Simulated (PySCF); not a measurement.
W³⁺: ionisation energy

W³⁺ [Xe] 4f14 5d3 [5d3/2^3, M_J = 3/2] → W⁴⁺ [Xe] 4f14 5d2 [5d3/2^2, M_J = 2], as a difference of total energies. All numbers are calculated (PySCF 2.14, the two-component X2C-1e Hamiltonian, in x2c-QZVPPall-2c (16s16p12d6f2g, 184 functions)). "Screened" scales the spin-orbit matrix elements by Boettger's factors to mimic the two-electron term; Breit and QED terms are absent.

```csv
method,ionisation energy (eV)
GHF (spin-free),36.999
GHF (screened spin-orbit),36.798
```

The spin-free rows relax to the high-spin LS determinant and lack the spin-orbit shift.

The labels give the starting determinants; with spin-orbit coupling the two ends relaxed to ⟨J²⟩ = 5.67, ⟨L²⟩ = 11.76, ⟨S²⟩ = 3.67 and ⟨J²⟩ = 6.36, ⟨L²⟩ = 11.35, ⟨S²⟩ = 1.87.

The determinant of W³⁺ and of W⁴⁺ mixes levels of different J (the jj label is only the starting occupation), so the difference between spin-free and spin-orbit rows is not the physical spin-orbit shift.

For comparison: 38.2 ± 0.4 eV (semi-empirical (NIST evaluation); NIST Atomic Spectra Database, ionization energies).
